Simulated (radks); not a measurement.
Correlation energies from several functionals, in hartree. Species: Tl+ [Hg]; K+ [Ar]. All-electron calculation, non-relativistic Kohn-Sham, exchange-only PBE, spin-polarised, spherical densities, point nucleus. Program: a radial shooting solver on a logarithmic mesh with Libxc functionals. Every spin shell is full or empty, so the densities are truly spherical. Functionals are evaluated on that one density, not self-consistently.

functional      Tl+        K+
PW92        -8.3920   -1.4699
PZ          -8.3992   -1.4674
Wigner      -4.3367  -0.93917
Chachiyo    -8.3007   -1.4439
PBE         -4.9413  -0.72281
PBEsol      -5.5296  -0.83849
LYP         -4.3713  -0.77171
P86         -5.5517  -0.82144
PW91        -5.3004  -0.79079
AM05        -7.9097   -1.3368
OP (B88)    -4.2853  -0.74808
revTPSS     -4.9814  -0.74374
B95         -6.1343  -0.84844
Tao-Mo      -4.8321  -0.66856
